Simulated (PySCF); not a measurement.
## Low-lying terms of W⁶⁺ (tungsten, charge +6)

Ground state [Xe] 4f14, ¹S. Computed with PySCF 2.14 in aug-cc-pVDZ-PP with one added diffuse shell each of s, p, d, f type with ECP60MDF (6s6p5d3f, 70 functions), with scalar relativity through the core potential. Vertical excitation energies in eV without spin-orbit coupling; excited terms of each kind are numbered among those the solver found. Frozen: nothing.

```json
{"term": "1 3P°", "leading excitation": "5p → d", "EOM-EE-CCSD": "42.634"}
{"term": "1 3F°", "leading excitation": "5p → d", "EOM-EE-CCSD": "44.125"}
{"term": "1 1D°", "leading excitation": "5p → d", "EOM-EE-CCSD": "46.312"}
{"term": "1 3D°", "leading excitation": "5p → d", "EOM-EE-CCSD": "46.431"}
{"term": "1 1F°", "leading excitation": "5p → d", "EOM-EE-CCSD": "46.647"}
{"term": "1 1P°", "leading excitation": "5p → d", "EOM-EE-CCSD": "55.902"}
{"term": "1 3S", "leading excitation": "5p → p", "EOM-EE-CCSD": "68.311"}
{"term": "1 3D", "leading excitation": "5p → p", "EOM-EE-CCSD": "69.559"}
{"term": "1 1D", "leading excitation": "5p → p", "EOM-EE-CCSD": "69.959"}
{"term": "1 1P", "leading excitation": "5p → p", "EOM-EE-CCSD": "70.324"}
{"term": "1 3P", "leading excitation": "5p → p", "EOM-EE-CCSD": "70.383"}
{"term": "1 1S", "leading excitation": "5p → p", "EOM-EE-CCSD": "71.546"}
{"term": "1 3G", "leading excitation": "5p → f", "EOM-EE-CCSD": "81.538"}
{"term": "1 1G", "leading excitation": "5p → f", "EOM-EE-CCSD": "81.800"}
```

The spin-orbit splitting of the hole, absent here, rivals or exceeds the spacing of these terms, so the LS terms are model states.

The 4f shell lies in the core potential, so 4f excitations, among the lowest in this ion, cannot appear.

The solver can miss terms.
